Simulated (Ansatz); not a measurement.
# What each rung costs, and what it gives

The pair of HF (SMILES F, atoms 1–2) and GeH4 (SMILES [GeH4], atoms 3–7), both closed shells, in one local arrangement (a lower one may exist), relaxed at PBE0-D4/def2-TZVP:

```
7
angstrom
F 0.0838 0.7608 -2.5340
H 0.1123 0.9872 -1.6372
Ge -0.0419 -0.3727 0.8403
H 1.1181 -1.2713 0.4047
H -0.0053 -0.1341 2.3529
H -1.3845 -0.9747 0.4185
H 0.1175 1.0048 0.1549
```

Interaction energies are counterpoise-corrected; the time is that of the whole pair.

Computed with Ansatz 0.2.0 (basis: as named in each row); correlated methods freeze the cores. Filled d shells of the heavier atoms are correlated. The def2 sets are not built for correlating such inner shells, so the correlated values are less sure here. B3LYP uses VWN-RPA correlation. Extrapolation: Hartree–Fock as exp(−7.88 √X), correlation as X^−2.97.

Times are rough, for one single point on 2 threads of a shared host (Arm Neoverse V2).

The estimate by CCSD(T) at an estimated basis limit (MP2 extrapolated from triple and quadruple zeta, plus CCSD(T) − MP2 in triple zeta) is -0.058 eV.

```json
{"method": "PBE-D4", "basis": "def2-TZVPPD", "time (s)": "1", "interaction energy (eV)": "-0.093", "method less estimate": "-0.035"}
{"method": "revPBE-D4", "basis": "def2-TZVPPD", "time (s)": "1", "interaction energy (eV)": "-0.061", "method less estimate": "-0.003"}
{"method": "BLYP-D4", "basis": "def2-TZVPPD", "time (s)": "2", "interaction energy (eV)": "-0.071", "method less estimate": "-0.013"}
{"method": "PBE0-D4", "basis": "def2-TZVPPD", "time (s)": "2", "interaction energy (eV)": "-0.078", "method less estimate": "-0.020"}
{"method": "B3LYP-D4", "basis": "def2-TZVPPD", "time (s)": "2", "interaction energy (eV)": "-0.072", "method less estimate": "-0.014"}
{"method": "r2SCAN-D4", "basis": "def2-TZVPPD", "time (s)": "3", "interaction energy (eV)": "-0.077", "method less estimate": "-0.019"}
{"method": "HSE06-D4", "basis": "def2-TZVPPD", "time (s)": "3", "interaction energy (eV)": "-0.078", "method less estimate": "-0.020"}
{"method": "B2PLYP", "basis": "def2-TZVPPD", "time (s)": "3", "interaction energy (eV)": "-0.047", "method less estimate": "0.010"}
{"method": "wB97X-V", "basis": "def2-TZVPPD", "time (s)": "6", "interaction energy (eV)": "-0.065", "method less estimate": "-0.008"}
{"method": "B97M-V", "basis": "def2-TZVPPD", "time (s)": "6", "interaction energy (eV)": "-0.074", "method less estimate": "-0.016"}
{"method": "wB97M-V", "basis": "def2-TZVPPD", "time (s)": "6", "interaction energy (eV)": "-0.064", "method less estimate": "-0.007"}
{"method": "MP2", "basis": "def2-QZVPPD", "time (s)": "9", "interaction energy (eV)": "-0.052", "method less estimate": "0.006"}
{"method": "CCSD(T)", "basis": "def2-TZVPPD", "time (s)": "42", "interaction energy (eV)": "-0.048", "method less estimate": "0.010"}
```

The T1 diagnostic stays at or below 0.012.
